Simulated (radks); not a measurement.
Values are calculated unless marked as measured or tabulated.
Successive ionisation energies (eV) of one element, from differences of total energies of ions in their ground configurations, starting at charge 44: 3546.5, 3663.7, 3782.1, 4099.8, 4203.7, 4308.1, 4412.9, 4517.9, 4622.9, 4834.9, 4928.4, 11594.6, 11878.8, 12164.5, 12451.5, 12739.0, 13025.6, 13426.2, 13647.3, 56406, 57312. Level of theory: non-relativistic Kohn-Sham, LDA (Slater exchange, Perdew-Wang correlation), spin-unpolarised, spherical densities, point nucleus; relativity is left out, which matters for an element this heavy (a radial shooting solver on a logarithmic mesh with Libxc functionals). Which element is it?

Answer. Terbium (Z = 65). The first species listed is Tb44+ in [Ar] 3d3, the last Tb64+ in 1s1.
